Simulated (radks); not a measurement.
Problem. Dy3+, 63 electrons, occupied as [Xe] 4f8 6p1 (not the ground configuration). All-electron calculation, scalar-relativistic Kohn-Sham, XLYP, spin-unpolarised, spherical densities, point nucleus. Program: a radial shooting solver on a logarithmic mesh with Libxc functionals. Some entries of the table are withheld. Estimate them.

| orbital | occ. | eigenvalue (hartree) | <r^2> (bohr^2) |
|---|---|---|---|
| 1s | 2 | -1974.074 | 0.0006091 |
| 2s | 2 | (1) | 0.009518 |
| 2p | 6 | -293.0899 | 0.007707 |
| 3s | 2 | -74.83601 | 0.06286 |
| 3p | 6 | -63.46866 | (2) |
| 3d | 10 | -48.85425 | (3) |
| 4s | 2 | (4) | 0.3153 |
| 4p | 6 | -12.39481 | 0.3560 |
| 4d | 10 | -7.28350 | 0.4239 |
| 5s | 2 | -3.17777 | 1.748 |
| 5p | 6 | -2.23180 | (5) |
| 4f | 8 | -1.69650 | 0.7391 |
| 5d | 0 | (6) | 4.489 |
| 6s | 0 | -0.96896 | 9.394 |
| 6p | 1 | -0.74445 | 13.08 |

Solution. 
(1) 2s eigenvalue (hartree): -330.1317
(2) 3p <r^2> (bohr^2): 0.06314
(3) 3d <r^2> (bohr^2): 0.05285
(4) 4s eigenvalue (hartree): -16.14836
(5) 5p <r^2> (bohr^2): 2.319
(6) 5d eigenvalue (hartree): -1.09646
